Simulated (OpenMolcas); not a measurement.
## Ta3+: effect of the ligand basis

Ta3+ with 6 ligands (bromide) in octahedral coordination (Oh) at 2.63 Å. A charge of +0.5 e stands 2.8 Å behind each ligand.

```json
{
  "Program": "OpenMolcas 26.06",
  "Method": "CASSCF",
  "Spin-orbit coupling": "state interaction with AMFI integrals over the reference wave functions"
}
```

Fixed: metal basis ANO-RCC-VTZP, active space 2 electrons in 5 orbitals (5d), DKH2 Hamiltonian.

States (labels of O, the rotations of Oh). Energies in cm-1 above the lowest state or level, χT in cm3 K/mol; under a threefold ground state the first gap can be a small split of the lowest multiplet, not the spin-orbit step; 10Dq and B are least-squares fits to the states below 45000 cm-1, weighted by degeneracy, with a free offset, and given where the rms deviation is under 5 % of |10Dq| (or 100 cm-1) and under 700 cm-1.

```json
{"Run": "A", "Ligand basis": "ANO-RCC-VDZP", "Ground state": "3T1", "First state of that spin": "3T2 16245", "10Dq": "17053", "B (rms of fit)": "550 (287)", "First gap with spin-orbit (degeneracies)": "260.9 (2, 3)", "χT at 300 K": "0.139", "First state of another spin": "1T2 8492", "Cost": "roughly 3 core-minutes"}
{"Run": "B", "Ligand basis": "ANO-RCC-VTZP", "Ground state": "3T1", "First state of that spin": "3T2 15491", "10Dq": "16166", "B (rms of fit)": "520 (457)", "First gap with spin-orbit (degeneracies)": "253.5 (2, 3)", "χT at 300 K": "0.142", "First state of another spin": "1T2 8381", "Cost": "roughly 8 core-minutes"}
```

Against A, |10Dq| changes by -5.2 % in B.

Costs are those of the RASSCF and RASSI steps.

An orbital triplet at a regular site is open to Jahn-Teller coupling, which can distort the site and quench the lowest spin-orbit gaps and is left out. Without dynamic correlation the repulsion within the d shell is too large (B by tens of per cent), so at a given field states of lower spin stand too high. With metal d orbitals alone the field can be off either way by tens of per cent. Ligand-to-metal charge-transfer states are missing. With no ligand orbital active B as a rule stays too high, so bands that hang on it stand too high and its fall with covalency is understated. The least metal-like active orbital is 75 % on the metal (Löwdin) and no ligand orbital is active, so the numbers are rough (holds for A). The least metal-like active orbital is 66 % on the metal (Löwdin) and no ligand orbital is active, so the numbers are rough (holds for B). No measured value stands beside these numbers; the geometry is a model, was not optimised and need not be the one that this ion takes.
